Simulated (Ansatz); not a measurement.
`[SiH3][O][GeH2][SiH3]`. Charge 0, multiplicity 1. The geometry is a stationary point of PBE0-D4/def2-TZVP. It is one conformer, not always the lowest.

```xyz
12

Si    0.598    1.443    1.941
O     0.179    0.766    0.515
Ge   -0.039   -0.923   -0.022
Si   -0.677   -0.781   -2.311
H     1.948    0.985    2.375
H     0.612    2.917    1.768
H    -0.374    1.083    3.011
H     1.299   -1.658    0.202
H    -1.116   -1.562    0.881
H    -1.942   -0.011   -2.429
H     0.395   -0.107   -3.086
H    -0.883   -2.153   -2.845
```

What is the dipole moment at ωB97M-V/def2-TZVPP? (Best estimate.)

Computed: 1.39 D, with components (-0.25, -1.18, -0.71) D in this frame, pointing from negative to positive charge.

And with PBE, r2SCAN, B3LYP? (Best estimate.)

The calculation gave: PBE 1.29 D, r2SCAN 1.34 D, B3LYP 1.34 D.

Give the Mulliken charges with ωB97M-V, B3LYP, PBE in def2-TZVPP. (Best estimate.)

Computed: 
```csv
atom,ωB97M-V,B3LYP,PBE
Si1,0.33,0.43,0.36
O2,-0.50,-0.49,-0.41
Ge3,0.23,0.32,0.32
Si4,0.07,0.15,0.07
H5,-0.05,-0.09,-0.07
H6,-0.04,-0.08,-0.06
H7,-0.05,-0.09,-0.07
H8,0.02,-0.01,-0.02
H9,0.02,-0.01,-0.02
H10,-0.01,-0.04,-0.03
H11,-0.01,-0.04,-0.03
H12,-0.01,-0.05,-0.03
```

B3LYP here is the variant with VWN-RPA as its local correlation; programs differ in this.
